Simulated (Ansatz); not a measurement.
**From Si to Sn: the HOMO–LUMO gap**

One atom is swapped for its congeners: SiH2(NH2)2; GeH2(NH2)2; SnH2(NH2)2. All are singlets with charge 0.

Shapes, held fixed at every level: PBE0-D4/def2-TZVP. Flexible molecules stand in one conformer, not always the lowest. Programs: Ansatz 0.2.0. Values in eV.

```json
{"level": "SPW92/def2-TZVPP", "SiH2(NH2)2": "5.94", "GeH2(NH2)2": "5.72", "SnH2(NH2)2": "4.92"}
{"level": "PBE-D4/def2-TZVPP", "SiH2(NH2)2": "5.97", "GeH2(NH2)2": "5.78", "SnH2(NH2)2": "4.97"}
{"level": "r2SCAN-D4/def2-TZVPP", "SiH2(NH2)2": "6.90", "GeH2(NH2)2": "6.58", "SnH2(NH2)2": "5.70"}
{"level": "B3LYP-D4/def2-TZVPP", "SiH2(NH2)2": "7.65", "GeH2(NH2)2": "7.48", "SnH2(NH2)2": "6.58"}
{"level": "BHLYP-D4/def2-TZVPP", "SiH2(NH2)2": "10.18", "GeH2(NH2)2": "10.08", "SnH2(NH2)2": "9.01"}
{"level": "wB97X-V/def2-TZVPP", "SiH2(NH2)2": "12.55", "GeH2(NH2)2": "12.43", "SnH2(NH2)2": "11.26"}
{"level": "wB97M-V/def2-TZVPP", "SiH2(NH2)2": "11.99", "GeH2(NH2)2": "11.97", "SnH2(NH2)2": "10.77"}
```

At wB97M-V/def2-TZVPP the HOMO–LUMO gap falls at every step, from 11.99 to 10.77 eV. Every level shows the same order. For atoms past krypton def2 sets carry core potentials with scalar relativity. Relativity is left out for Ge unless named. Orbital gaps aren't excitation energies, and the LUMO depends on the basis.
